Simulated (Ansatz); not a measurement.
# Relative stability

Two relaxed structures of BH3S2O, closed shell (PBE0-D4/def2-TZVP; forces vanish, vibrations not checked).

A:

S1  (-1.273, 1.625, 0.706)
B2  (0.007, 0.439, 0.284)
O3  (-0.290, -0.634, -0.486)
S4  (0.816, -1.793, -0.937)
H5  (-2.271, 1.013, 0.045)
H6  (1.112, 0.632, 0.703)
H7  (1.899, -1.282, -0.315)
(Å)

B:

```xyz
7
angstrom
S -1.3186 1.7078 0.7638
B 0.0068 0.6280 0.2424
O 1.1778 -1.4840 -0.9960
S -0.3214 -0.8474 -0.6787
H -2.3582 1.0242 0.2496
H 1.1217 0.9271 0.5295
H 1.3880 -2.0991 -0.2852
```

Program: Ansatz 0.2.0. Basis: def2-TZVPP. Cores are frozen in the correlated methods. B3LYP uses VWN-RPA correlation.

Q: Which structure is lower at CCSD(T), and by how much? (To be estimated.)

A: Computed: A, by 6.54 kcal/mol (electronic energy, against the other). By their contacts, A is BH₃S₂O ([SH][BH][O][SH]) and B is BH₃S₂O ([OH][S][BH][SH]).

All methods give the same order:

```tsv
method	E(B) − E(A) (kcal/mol)
PBE-D4	2.86
r2SCAN-D4	3.81
PBE0-D4	3.67
B3LYP-D4	6.26
wB97M-V	6.15
HF	9.78
MP2	5.65
CCSD	7.24
CCSD(T)	6.54
```

The T1 diagnostic stays at or below 0.015.

Labels in which every atom is bracketed show which atoms are joined, not bond orders.

For scale, one of the runs: CCSD(T)/def2-TZVPP, 188 basis functions, launched by `ansatz run in.yaml --threads 2 --pin off --events-out ev --progress --plain --max-ram 4352MiB`. The run took 51 s on 2 CPU threads of an Arm Neoverse V2 (shared host), with 1.9 GiB of host memory at its peak.
